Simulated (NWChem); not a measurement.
Program: NWChem. System: CHCl, charge 0, spin multiplicity 1, at a geometry optimised with PBE0/def2-SVP. The structure started from a generated list of species. Level: EOM-CCSD/aug-cc-pVDZ, 6 core orbitals frozen.

Part of the output:

```
             Northwest Computational Chemistry Package (NWChem) 7.3.0
             --------------------------------------------------------

                                NWChem Input Module
                                -------------------

 Scaling coordinates for geometry "geometry" by  1.889725989
 (inverse scale =  0.529177249)

 Turning off AUTOSYM since
 SYMMETRY directive was detected!

                             Geometry "geometry" -> ""
                             -------------------------

 Output coordinates in angstroms (scale by  1.889725989 to convert to a.u.)

  No.       Tag          Charge          X              Y              Z
 ---- ---------------- ---------- -------------- -------------- --------------
    1 C                    6.0000     1.05788200    -0.54663200     0.00000000
    2 Cl                  17.0000    -0.47522100     0.17240500     0.00000000
    3 H                    1.0000     1.73147100     0.34891200     0.00000000

 Effective nuclear repulsion energy (a.u.)      38.7725119708

            Nuclear Dipole moment (a.u.)
            ----------------------------
        X                 Y               Z
 ---------------- ---------------- ----------------
     0.0000113384     0.0000094486     0.0000000000

      Symmetry information
      --------------------

 Group name             Cs
 Group number              2
 Group order               2
 No. of unique centers     3

      Symmetry unique atoms

     1    2    3


 Summary of "ao basis" -> "" (spherical)
 ------------------------------------------------------------------------------
       Tag                 Description            Shells   Functions and Types
 ---------------- ------------------------------  ------  ---------------------
 *                        aug-cc-pvdz                 on all atoms

 Summary of "ao basis" -> "ao basis" (spherical)
 ------------------------------------------------------------------------------
       Tag                 Description            Shells   Functions and Types
 ---------------- ------------------------------  ------  ---------------------
 C                        aug-cc-pvdz                9       23   4s3p2d
 Cl                       aug-cc-pvdz               11       27   5s4p2d
 H                        aug-cc-pvdz                5        9   3s2p

                                 NWChem SCF Module
                                 -----------------

  ao basis        = "ao basis"
  functions       =    59
  atoms           =     3
  closed shells   =    12
  open shells     =     0
  charge          =   0.00
  wavefunction    = RHF
  use symmetry    = T
  symmetry adapt  = T

 Summary of "ao basis" -> "ao basis" (spherical)
 ------------------------------------------------------------------------------
       Tag                 Description            Shells   Functions and Types
 ---------------- ------------------------------  ------  ---------------------
 C                        aug-cc-pvdz                9       23   4s3p2d
 Cl                       aug-cc-pvdz               11       27   5s4p2d
 H                        aug-cc-pvdz                5        9   3s2p

      Symmetry analysis of basis
      --------------------------

        a'         42
        a"         17

 Forming initial guess at       0.1s

      Superposition of Atomic Density Guess
      -------------------------------------

 Sum of atomic energies:        -497.64246283

      Non-variational initial energy
      ------------------------------

 Total energy =    -497.976219
 1-e energy   =    -762.779115
 2-e energy   =     226.030385
 HOMO         =      -0.225505
 LUMO         =      -0.093424

      Symmetry analysis of molecular orbitals - initial
      -------------------------------------------------

  Numbering of irreducible representations:

     1 a'          2 a"

  Orbital symmetries:

     1 a'          2 a'          3 a'          4 a'          5 a'
     6 a"          7 a'          8 a'          9 a'         10 a"
    11 a'         12 a'         13 a"         14 a'         15 a'
    16 a'         17 a"         18 a'         19 a'         20 a'
    21 a"         22 a'

 Starting SCF solution at       1.1s
[...]
   0.0010434272138   0.2381769613944    6.48113     0.4     0.4

 Iteration  18 using   36 trial vectors
   0.0000332242007   0.2259466204428    6.14832
   0.0005611965057   0.2381862401291    6.48138     0.4     0.4

 Iteration  19 using   38 trial vectors
   0.0000177261979   0.2259467409695    6.14833
   0.0003020892777   0.2381842423253    6.48133     0.4     0.4

 Iteration  20 using   40 trial vectors
   0.0000096342082   0.2259466341683    6.14832
   0.0001681024846   0.2381835298234    6.48131     0.3     0.3

 Iteration  21 using   41 trial vectors
   0.0000060043352   0.2259466540307    6.14832
   0.0000923859977   0.2381839226252    6.48132     0.2     0.2

 Iteration  22 using   42 trial vectors
   0.0000044135511   0.2259466498713    6.14832
   0.0000457371504   0.2381835443051    6.48131     0.2     0.2

 Iteration  23 using   43 trial vectors
   0.0000037460027   0.2259466406383    6.14832
   0.0000199449934   0.2381837695076    6.48131     0.2     0.2

 Iteration  24 using   44 trial vectors
   0.0000036410760   0.2259466408762    6.14832
   0.0000086127929   0.2381837561773    6.48131     0.2     0.2
 --------------------------------------------------------------
 Iterations converged
 ------------------

 Excited state root  1
 Excitation energy / hartree =        0.225946640876167
                   / eV      =        6.148323542345840
 largest EOMCCSD amplitudes: R1 and R2

 Singles contributions
    14a'  (alpha) ---    12a'  (alpha)        0.7266978216
    15a'  (alpha) ---    12a'  (alpha)       -0.1298990011
    18a'  (alpha) ---    12a'  (alpha)       -0.2385716633
    19a'  (alpha) ---    12a'  (alpha)        0.1077550542
    21a'  (alpha) ---    12a'  (alpha)        0.3727185253
    22a'  (alpha) ---    12a'  (alpha)       -0.1163529187
    23a'  (alpha) ---    12a'  (alpha)        0.1011671690
    24a'  (alpha) ---    12a'  (alpha)       -0.1699818425
    13a"  (alpha) ---    11a"  (alpha)        0.1701423736

 Doubles contributions
 ------------------

 Excited state root  2
 Excitation energy / hartree =        0.238183756177311
                   / eV      =        6.481312533926631
 largest EOMCCSD amplitudes: R1 and R2

 Singles contributions
    14a'  (alpha) ---    12a'  (alpha)       -0.2758140583
    15a'  (alpha) ---    12a'  (alpha)       -0.4070831770
    22a'  (alpha) ---    12a'  (alpha)       -0.2523530502
    13a"  (alpha) ---    11a"  (alpha)        0.6260706422
    17a"  (alpha) ---    11a"  (alpha)       -0.1698414888
    20a"  (alpha) ---    11a"  (alpha)        0.1298048201

 Doubles contributions
    13a"  (alpha)    13a"  (beta ) ---    12a'  (alpha)    12a'  (beta )        0.1996736690
    13a"  (alpha)    13a"  (beta ) ---    11a"  (alpha)    11a"  (beta )       -0.1561061371

 =========================================
 Excited-state calculation ( a"  symmetry)
 =========================================
 Dim. of EOMCC iter. space      500

 EOMCCSD SOLVER TYPE  1
  maxdiff =   0.51355481277026160

 No. of initial right vectors    2

 EOM-CCSD right-hand side iterations
 --------------------------------------------------------------
      Residuum       Omega / hartree  Omega / eV    Cpu    Wall
 --------------------------------------------------------------

 Iteration   1 using    2 trial vectors
   0.5610547514745   0.1939726756177    5.27827
   0.4473839231910   0.3867974815875   10.52530     0.3     0.3

 Iteration   2 using    4 trial vectors
   0.1421680616222   0.0868500708140    2.36331
   0.0894238886065   0.2995210894272    8.15039     0.3     0.3

 Iteration   3 using    6 trial vectors
   0.0607100716360   0.0782447710631    2.12915
   0.0438978072299   0.2948528531149    8.02336     0.3     0.3

 Iteration   4 using    8 trial vectors
   0.0194879158237   0.0758152274876    2.06304
   0.0239326846102   0.2930332812872    7.97384     0.2     0.2

 Iteration   5 using   10 trial vectors
   0.0069816323500   0.0750522333788    2.04228
   0.0144571226004   0.2923979651154    7.95656     0.2     0.2

 Iteration   6 using   12 trial vectors
   0.0026032259911   0.0750764157618    2.04293
   0.0097723935219   0.2923386293469    7.95494     0.3     0.3

 Iteration   7 using   14 trial vectors
   0.0012595891400   0.0750386680513    2.04191
   0.0065281348665   0.2922868554295    7.95353     0.2     0.2

 Iteration   8 using   16 trial vectors
   0.0006379902029   0.0750409433508    2.04197
   0.0153932530692   0.2921679888498    7.95030     0.3     0.3

 Iteration   9 using   18 trial vectors
   0.0002717734839   0.0750415506279    2.04199
   0.1403458110002   0.2508322839742    6.82550     0.3     0.3

 Iteration  10 using   20 trial vectors
   0.0001143119583   0.0750410302810    2.04197
   0.0934206924444   0.2304404418065    6.27061     0.3     0.3

 Iteration  11 using   22 trial vectors
   0.0000521752368   0.0750411032464    2.04197
   0.0982634020174   0.2193458625596    5.96871     0.3     0.3

 Iteration  12 using   24 trial vectors
   0.0000205146386   0.0750412136101    2.04198
   0.0608506139073   0.2105891119645    5.73042     0.3     0.3

 Iteration  13 using   26 trial vectors
   0.0000062325350   0.0750411422348    2.04197
   0.0260018095974   0.2072672611940    5.64003     0.3     0.3

 Iteration  14 using   27 trial vectors
   0.0000038897354   0.0750411279076    2.04197
   0.0106198765203   0.2069478436906    5.63134     0.1     0.1

 Iteration  15 using   28 trial vectors
   0.0000035108797   0.0750411354659    2.04197
   0.0045862656453   0.2069088823419    5.63028     0.1     0.1

 Iteration  16 using   29 trial vectors
   0.0000034504238   0.0750411358566    2.04197
   0.0020906936888   0.2069095196902    5.63030     0.2     0.2

 Iteration  17 using   30 trial vectors
   0.0000034502552   0.0750411368060    2.04197
   0.0009048919249   0.2068934561220    5.62986     0.2     0.2

 Iteration  18 using   31 trial vectors
   0.0000034134443   0.0750411384046    2.04197
   0.0003758133139   0.2068973218451    5.62996     0.2     0.2

 Iteration  19 using   32 trial vectors
   0.0000034086576   0.0750411382699    2.04197
   0.0001448959624   0.2068951959767    5.62991     0.1     0.1

 Iteration  20 using   33 trial vectors
   0.0000034083984   0.0750411387967    2.04197
   0.0000588594145   0.2068959877726    5.62993     0.1     0.1

 Iteration  21 using   34 trial vectors
   0.0000034030842   0.0750411392009    2.04197
   0.0000251920176   0.2068957145006    5.62992     0.2     0.2

 Iteration  22 using   35 trial vectors
   0.0000034033665   0.0750411393458    2.04197
   0.0000101955656   0.2068958184980    5.62992     0.2     0.2

 Iteration  23 using   36 trial vectors
   0.0000034033748   0.0750411393437    2.04197
   0.0000039188592   0.2068958647260    5.62993     0.1     0.1
 --------------------------------------------------------------
 Iterations converged
 ------------------

 Excited state root  1
 Excitation energy / hartree =        0.075041139343659
                   / eV      =        2.041974166475604
 largest EOMCCSD amplitudes: R1 and R2

 Singles contributions
    13a"  (alpha) ---    12a'  (alpha)       -0.8796319869
    17a"  (alpha) ---    12a'  (alpha)        0.2390325499
    20a"  (alpha) ---    12a'  (alpha)       -0.2123581168

 Doubles contributions
 ------------------

 Excited state root  2
 Excitation energy / hartree =        0.206895864725957
                   / eV      =        5.629925326510026
 largest EOMCCSD amplitudes: R1 and R2

 Singles contributions
    13a"  (alpha) ---    10a'  (alpha)       -0.8535272308
    17a"  (alpha) ---    10a'  (alpha)        0.2262759186
    20a"  (alpha) ---    10a'  (alpha)       -0.2050867064

 Doubles contributions

 Task  times  cpu:       19.4s     wall:       19.4s

 Total times  cpu:       19.4s     wall:       19.4s
```

Task: Write an NWChem input that would produce this output.

Result: This is not unique; one that fits is 
```
start mol
memory heap 100 mb stack 700 mb global 1900 mb
geometry units angstroms nocenter noautoz
  C      1.057882    -0.546632     0.000000
  Cl    -0.475221     0.172405     0.000000
  H      1.731471     0.348912     0.000000
  symmetry group Cs
end
basis spherical
  * library aug-cc-pvdz
end
scf
  rhf
  nopen 0
  maxiter 100
  thresh 1e-7
  semidirect memsize 60000000 filesize 0
end
tce
  freeze core 6
  ccsd
  nroots 2
  2eorb
  2emet 13
  thresh 1e-5
  maxiter 200
  tilesize 24
end
task tce energy
```
